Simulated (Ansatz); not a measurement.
Consider the homolysis of the O–Si bond: `CO[Si](F)(F)C#N` → `C[O]`• + `N#C[Si](F)F`•.

Gas-phase electronic energies from Ansatz, PBE0-D4/def2-TZVP geometries. CBS: MP2 limit from def2 TZ/QZ plus the TZ coupled-cluster correction, frozen cores. Functionals use def2-TZVPP. HSE06 is defined as in plane-wave codes. Open shells (•) are unrestricted, without spin–orbit coupling. One conformer a species, not always the lowest.

Question: What is ΔE at CCSD(T)/CBS? (Estimate.)

Answer: Computed: +559.4 kJ/mol.

Question: What do these levels give: r2SCAN-D4, PBE0-D4, HSE06-D4, LC-ωPBE, HF/def2-SVP, HF/def2-QZVPP? (An estimate is asked.)

Answer: The calculation gave: r2SCAN-D4 510.8, PBE0-D4 517.3, HSE06-D4 517.2, LC-ωPBE 522.3, HF/def2-SVP 415.0, HF/def2-QZVPP 424.1 kJ/mol.

Largest T1 diagnostic among the species: 0.019.

Leaving LDA and LC-ωPBE aside and taking each functional with its dispersion term where it has one, the values, not all of them listed here, spread over 54.4 kJ/mol, from revPBE-D4 to ωB97M-V. LDA lies +78.8 kJ/mol from PBE without D4, its usual overbinding. The D4 term adds +14.5 kJ/mol with B3LYP and +8.0 kJ/mol with PBE0; it sums over pairs of atoms, weighted by their polarisabilities, and B3LYP, whose exchange is more repulsive, gets the larger term. From PBE to PBE0 (25 % exact exchange), in def2-TZVPP and without D4, ΔE moves by +12.7 kJ/mol.

B3LYP here is the variant with VWN-RPA as its local correlation; programs differ in this.
